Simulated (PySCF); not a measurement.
Level of theory: PBE-D3(BJ)/def2-TZVP // B3LYP-D3(BJ)/def2-SVP run with PySCF. Gas-phase values, no solvent. One relaxed conformer stands for a flexible species; it need not be the lowest. Excitations are Tamm–Dancoff values on a coarser integration grid. The basis has no diffuse functions, so Rydberg states are missing or too high.

Reference species (SMILES): `O(C)[Si](OC)(OC)OC` (neutral, multiplicity 1).

| Quantity | Value |
|---|---|
| S1 oscillator strength | 0.001 |
| T1 excitation (TDA) | 6.52 eV |

Changed species: `CO[Si]([SiH3])([SiH3])[SiH3]` (C–O–Si–Si torsion 60°) (3 of 4 OCH3 replaced by SiH3; the reference has 0 of 4 OCH3 replaced by SiH3).

Q: What does the change do to the S1 oscillator strength and T1 excitation (TDA)?

A: the S1 oscillator strength hardly moves; the T1 excitation (TDA) falls by 2.37 eV, to 4.15 eV.
